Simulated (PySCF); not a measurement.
# Tin: a sound run and one with changed settings

Sound run: Sn⁺ [Kr] 4d10 5s2 5p1, Sn²⁺ [Kr] 4d10 5s2. Calculation: PySCF 2.14, in aug-cc-pVDZ-PP with ECP28MDF; a scalar-relativistic core potential. The sound run starts from symmetry-adapted Hartree-Fock orbitals and uses a fine grid where one is needed.

A second run was set up differently.

```tsv
species	method	sound run (hartree)	changed run (hartree)	converged
Sn⁺	UHF	-213.08344	-213.08344	yes
Sn⁺	B3LYP	-214.05487	-208.85840	yes
Sn⁺	PBE	-213.97683	-207.52941	yes
Sn²⁺	UHF	-212.57923	-212.57923	yes
Sn²⁺	B3LYP	-213.52930	-208.40781	yes
Sn²⁺	PBE	-213.45456	-207.06543	yes
```

Ionisation energy of Sn⁺:

```json
{"method": "UHF", "sound run (eV)": "13.720", "changed run (eV)": "13.720"}
{"method": "B3LYP", "sound run (eV)": "14.301", "changed run (eV)": "12.261"}
{"method": "PBE", "sound run (eV)": "14.212", "changed run (eV)": "12.626"}
```

(1) What was changed?
A. too few SCF iterations
B. basis contracted for another Hamiltonian
C. a valence shell is frozen
D. radial grid too coarse

Results:

(1) D. It used radial step 1.2 in ln r (0.13 in the sound run). A coarse radial grid mis-integrates the density and the exchange-correlation energy, with errors of either sign; Hartree-Fock needs no grid.
